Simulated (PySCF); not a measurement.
Electronic absorption of HGe(SiH3)3

HGe(SiH3)3.
Z-matrix (Å and degrees, PBE0-D3(BJ)/def2-SVP geometry), rows numbered from 1:
```
Ge
Si  1  2.3826
Si  1  2.3821  2  109.76
Si  1  2.3823  2  108.91  3   119.68
H   1  1.5438  2  109.67  3  -120.23
H   2  1.4952  1  108.90  3   -57.79
H   2  1.4951  1  110.45  3  -177.20
H   2  1.4950  1  110.85  3    61.90
H   3  1.4950  1  109.05  2    54.31
H   3  1.4953  1  110.57  2   173.75
H   3  1.4950  1  110.69  2   -65.38
H   4  1.4951  1  110.57  2    55.92
H   4  1.4948  1  110.91  2   176.77
H   4  1.4955  1  108.85  2   -63.42
```

The calculation used PySCF, TDDFT wB97X-D/def2-SVPD, vertical, gas phase, core orbitals frozen in the response. Relativistic effects, spin–orbit coupling among them, are left out although an element past zinc is present.

Q: List the vertical singlet excitations with oscillator strengths and describe the spectrum.

A: 

| state | E (eV) | λ (nm) | f | main configurations (H = HOMO, L = LUMO) |
| --- | --- | --- | --- | --- |
| S1 | 6.76 | 183.4 | 0.0004 | H-1→L+1 (49%), H→L+2 (38%) |
| S2 | 6.94 | 178.6 | 0.027 | H→L+3 (55%), H→L+6 (11%), H-1→L+3 (8%) |
| S3 | 6.95 | 178.5 | 0.022 | H-1→L+3 (41%), H→L+3 (14%), H-1→L+6 (12%) |
| S4 | 7.00 | 177.2 | 0.011 | H→L+1 (56%), H-1→L+2 (23%) |
| S5 | 7.02 | 176.7 | 0.091 | H→L (73%), H-1→L+2 (13%) |
| S6 | 7.03 | 176.5 | 0.061 | H-1→L (70%), H-1→L+3 (22%) |
| S7 | 7.21 | 172.0 | 0.212 | H→L+4 (29%), H→L+2 (19%), H-1→L+1 (19%) |
| S8 | 7.22 | 171.7 | 0.192 | H-1→L+2 (27%), H-1→L+4 (21%), H→L+1 (19%) |
| S9 | 7.45 | 166.3 | 0.234 | H→L+4 (56%), H→L+2 (12%), H-1→L+5 (9%) |
| S10 | 7.49 | 165.5 | 0.429 | H-1→L+4 (38%), H-1→L+2 (19%), H→L+5 (9%) |
| S11 | 7.52 | 164.8 | 0.255 | H-1→L+5 (54%) |
| S12 | 7.60 | 163.1 | 0.065 | H→L+5 (54%), H-1→L+4 (22%) |
| S13 | 7.92 | 156.5 | 0.101 | H-2→L+1 (61%), H→L+6 (18%) |
| S14 | 7.96 | 155.7 | 0.085 | H-2→L+2 (58%), H-1→L+6 (18%) |
| S15 | 8.01 | 154.8 | 0.064 | H-2→L (90%) |

Triplets, Tamm–Dancoff:

```json
{"state": "T1", "E (eV)": "6.14", "λ (nm)": "201.8", "main configurations (H = HOMO, L = LUMO)": "H→L (25%), H→L+1 (24%), H→L+2 (15%)"}
{"state": "T2", "E (eV)": "6.17", "λ (nm)": "201.0", "main configurations (H = HOMO, L = LUMO)": "H-1→L+1 (24%), H-1→L+3 (23%), H-1→L (23%)"}
{"state": "T3", "E (eV)": "6.20", "λ (nm)": "199.8", "main configurations (H = HOMO, L = LUMO)": "H-1→L+1 (39%), H→L+2 (37%)"}
{"state": "T4", "E (eV)": "6.51", "λ (nm)": "190.5", "main configurations (H = HOMO, L = LUMO)": "H→L+1 (43%), H-1→L+2 (16%), H→L+3 (15%)"}
```

The lowest singlet comes at 183 nm (652 kJ/mol) in the vacuum ultraviolet; it is dark (f under 0.0005); its leading configuration is HOMO-1→LUMO+1 (49%). The most intense listed level is S10 at 7.49 eV (165 nm, f = 0.429), 0.73 eV above S1. S2/S3 and S5/S6 lie within about 0.01 eV of each other in each set. Löwdin shares by element: HOMO (one of a set within 0.03 eV) silicon 46%, germanium 32% (atoms not listed hold the other 22%); LUMO silicon 43%, germanium 18% (atoms not listed hold the other 39%). The listed states span 1.25 eV, and the widest gap between neighbours is 0.32 eV (S12 to S13). Orbital energies (eV): HOMO-3 -11.68, HOMO-2 -10.73, HOMO-1 -9.63, HOMO -9.62, LUMO 1.39, LUMO+1 1.51, LUMO+2 1.55. The oscillator strengths of these states sum to 1.848; summed over the whole spectrum of an exact calculation they would give the number of electrons, 84 (Thomas–Reiche–Kuhn). Orbitals of the list HOMO-3 to LUMO+2 that lie within 0.01 eV of each other are written together with a slash and their weights summed (≥ marks a lower bound); for degenerate orbitals outside that list single weights are arbitrary. Only the lowest 15 singlets were computed, as vertical energies without vibronic structure.
